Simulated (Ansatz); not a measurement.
**Worked example: SnH2(CH3)(SiH3) → SnH(CH3)(SiH3) + H**

Species: SnH2(CH3)(SiH3), singlet; SnH(CH3)(SiH3), doublet; H atom, doublet. 

Shapes, held fixed at every level: PBE0-D4/def2-TZVP. Programs: Ansatz 0.2.0. The zero-point and thermal change to 298 K, harmonic and unscaled (PBE0-D4/def2-TZVP), is -14.8 kJ/mol.

At CCSD(T)/def2-TZVPP; 1 Eh = 2625.50 kJ/mol:

```
        species  energy (Eh)
SnH2(CH3)(SiH3)  -545.535044
 SnH(CH3)(SiH3)  -544.910568
              H    -0.499810
```

Work out ΔH(298 K) of the reaction at this level.


1. Products less reactants: (-544.910568) + (-0.499810) − [(-545.535044)] = 0.124666 Eh = +327.3 kJ/mol.
2. With the thermal change: +327.3 + (-14.8) = +312.5 kJ/mol.

Other levels give +285.7 (MP2/def2-SVP) to +317.3 kJ/mol (wB97X-V/def2-TZVPP). No measured value is set beside it here. Open shells run unrestricted unless RO is named. For atoms past krypton def2 sets carry core potentials with scalar relativity. Correlated rows may include outer-core shells of Sn, which these sets cover unevenly.
